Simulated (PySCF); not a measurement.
CH3Li, SMILES [CH3][Li].

Geometry optimised at B3LYP-D3(BJ)/def2-TZVPD. The isomer is the one that the SMILES or the coordinates give; other isomers of the formula were not compared.

All values below come from B3LYP-D3(BJ)/def2-TZVPD (PySCF).

Harmonic, unscaled wavenumbers; measured fundamentals usually lie a few per cent lower.

Modes within 1.5 cm⁻¹ of each other (mostly degenerate sets) share a row, with their intensities summed.

```csv
mode,ν (cm⁻¹),IR (km/mol),Raman (Å⁴/amu),depolarisation,moving atoms (share of kinetic energy)
1–2,439,331.0,129.9,0.75,"H 80 %, C 13 %"
3,633,24.3,258.2,0.10,"Li 68 %, C 27 %"
4,1088,6.0,1021.1,0.12,"H 84 %, C 16 %"
5–6,1445,9.6,13.4,0.75,H 94 %
7,2964,81.6,38.9,0.11,H 97 %
8–9,3024,86.9,491.8,0.75,"H 91 %, C 9 %"
```
